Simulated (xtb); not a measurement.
C2H6Se, charge +1, doublet, at a GFN2-xTB geometry (a state made from the parent by changing its charge; the spin is typed, not shown lowest); GFN2-xTB (xtb).

Here is a job for xtb.
```
$ xtb mol.xyz --gfn 2 --chrg 1 --uhf 1 --opt --json

# file mol.xyz
9

C      1.43646973    -0.33192309     0.77233591
Se     0.01776368     0.16430934    -0.42584659
C     -1.49741081    -0.23176581     0.68859745
H      1.39335021    -1.40350688     0.97191605
H      2.39274490    -0.08971693     0.31358720
H      1.33371012     0.20249750     1.71688143
H     -1.44849712    -1.26424698     1.03489391
H     -2.41075515    -0.07687321     0.11817061
H     -1.49887155     0.42746234     1.55773464
```

Q: Predict the main parts of the log of this xtb run.

A: 
```
   ID    Z sym.   atoms
    1    6 C      1, 3
    2   34 Se     2
    3    1 H      4-9

           -------------------------------------------------
          |                Calculation Setup                |
           -------------------------------------------------

           -------------------------------------------------
          |                 G F N 2 - x T B                 |
           -------------------------------------------------

          ...................................................
          :                      SETUP                      :
          :.................................................:
          :  # basis functions                  24          :
          :  # atomic orbitals                  23          :
          :  # shells                           13          :
          :  # electrons                        19          :
          :  max. iterations                   250          :
          :  Hamiltonian                  GFN2-xTB          :
          :  restarted?                      false          :
          :  GBSA solvation                  false          :
          :  PC potential                    false          :
          :  electronic temp.          300.0000000     K    :
          :  accuracy                    1.0000000          :
          :  -> integral cutoff          0.2500000E+02      :
          :  -> integral neglect         0.1000000E-07      :
          :  -> SCF convergence          0.1000000E-05 Eh   :
          :  -> wf. convergence          0.1000000E-03 e    :
          :  Broyden damping             0.4000000          :
          :  net charge                          1          :
          :  unpaired electrons                  1          :
          ...................................................

 iter      E             dE          RMSdq      gap      omega  full diag
   1    -10.1202610 -0.101203E+02  0.415E+00    4.82       0.0  T
   2    -10.1360827 -0.158217E-01  0.290E+00    5.18       1.0  T
   3    -10.1376807 -0.159808E-02  0.121E+00    5.25       1.0  T
   4    -10.1377465 -0.657237E-04  0.278E-01    5.31       1.0  T
   5    -10.1378017 -0.552678E-04  0.824E-02    5.28       1.0  T
   6    -10.1378095 -0.775431E-05  0.456E-02    5.30       1.0  T
   7    -10.1378141 -0.465592E-05  0.538E-03    5.29       6.2  T
   8    -10.1378142 -0.467535E-07  0.115E-03    5.29      29.0  T
   9    -10.1378142 -0.164450E-08  0.612E-04    5.29      54.5  T
  10    -10.1378142 -0.497529E-09  0.143E-04    5.29     232.7  T

   *** convergence criteria satisfied after 10 iterations ***

         :::::::::::::::::::::::::::::::::::::::::::::::::::::
         ::                     SUMMARY                     ::
         :::::::::::::::::::::::::::::::::::::::::::::::::::::
         :: total energy             -10.024049235573 Eh    ::
         :: gradient norm              0.000038677473 Eh/a0 ::
         :: HOMO-LUMO gap              5.292282398757 eV    ::
         ::.................................................::
         :: SCC energy               -10.137813362765 Eh    ::
         :: -> isotropic ES            0.101159948158 Eh    ::
         :: -> anisotropic ES         -0.008815522221 Eh    ::
         :: -> anisotropic XC          0.008159108754 Eh    ::
         :: -> dispersion             -0.003339047635 Eh    ::
         :: repulsion energy           0.113764127191 Eh    ::
         :: add. restraining           0.000000000000 Eh    ::
         :: total charge               1.000000000000 e     ::
         :::::::::::::::::::::::::::::::::::::::::::::::::::::

      -----------------------------------------------------------
     |                   =====================                   |
     |                        A N C O P T                        |
     |                   =====================                   |
     |               Approximate Normal Coordinate               |
[...]
 * total energy  :   -10.0240492 Eh     change       -0.5051959E-11 Eh
   *** GEOMETRY OPTIMIZATION CONVERGED AFTER 1 ITERATIONS ***
         :: total energy             -10.024049235578 Eh    ::
[...]
         7        2.0000           -0.6839150             -18.6103
         8        2.0000           -0.6661581             -18.1271
         9        2.0000           -0.6508172             -17.7096
        10        1.0000           -0.5932217             -16.1424 (HOMO)
        11                         -0.3987339             -10.8501 (LUMO)
        12                         -0.3511452              -9.5551
        13                         -0.1422943              -3.8720
        14                         -0.1395968              -3.7986
        15                         -0.0873510              -2.3769
        16                         -0.0425400              -1.1576
        17                         -0.0200574              -0.5458
        18                         -0.0157564              -0.4288
        19                          0.0093298               0.2539
        20                          0.0251985               0.6857
        21                          0.0252181               0.6862
       ...                                ...                  ...
        23                          0.5314591              14.4617
      -------------------------------------------------------------
                  HL-Gap            0.1944878 Eh            5.2923 eV
             Fermi-level           -0.5590048 Eh          -15.2113 eV

     #   Z          covCN         q      C6AA      α(0)
     1   6 C        3.745    -0.153    23.524     6.919
     2  34 Se       1.944     0.478   220.397    25.869
     3   6 C        3.745    -0.153    23.524     6.919
     4   1 H        0.925     0.141     1.454     1.886
     5   1 H        0.925     0.134     1.507     1.920
     6   1 H        0.925     0.139     1.468     1.895
     7   1 H        0.925     0.139     1.468     1.895
     8   1 H        0.925     0.134     1.507     1.920
     9   1 H        0.925     0.141     1.454     1.886

 Mol. C6AA /au·bohr⁶  :       1006.691754
 Mol. C8AA /au·bohr⁸  :      40829.782285
 Mol. α(0) /au        :         51.106299

Wiberg/Mayer (AO) data.
largest (>0.10) Wiberg bond orders for each atom

 ---------------------------------------------------------------------------
     #   Z sym  total        # sym  WBO       # sym  WBO       # sym  WBO
 ---------------------------------------------------------------------------
     1   6 C    3.952 --     2 Se   1.109     5 H    0.957     6 H    0.931
                             4 H    0.925
     2  34 Se   2.436 --     1 C    1.109     3 C    1.109
     3   6 C    3.952 --     2 Se   1.109     8 H    0.957     7 H    0.931
                             9 H    0.925
     4   1 H    0.979 --     1 C    0.925
     5   1 H    0.982 --     1 C    0.957
     6   1 H    0.980 --     1 C    0.931
     7   1 H    0.980 --     3 C    0.931
     8   1 H    0.982 --     3 C    0.957
     9   1 H    0.979 --     3 C    0.925
 ---------------------------------------------------------------------------

Topologies differ in total number of bonds
Writing topology from bond orders to xtbtopo.mol

molecular dipole:
                 x           y           z       tot (Debye)
 q only:       -0.029      -0.270       0.701
   full:       -0.035      -0.324       0.840       2.290
molecular quadrupole (traceless):
                xx          xy          yy          xz          yz          zz
 q only:        4.531      -0.303      -3.474       0.098      -1.109      -1.057
  q+dip:        4.224      -0.309      -3.013       0.094      -0.830      -1.211
   full:        4.320      -0.307      -2.705       0.121      -0.507      -1.615

optimized geometry written to: xtbopt.xyz

           -------------------------------------------------
          | TOTAL ENERGY              -10.024049235578 Eh   |
          | GRADIENT NORM               0.000038594369 Eh/α |
          | HOMO-LUMO GAP               5.292282947593 eV   |
           -------------------------------------------------

normal termination of xtb
```
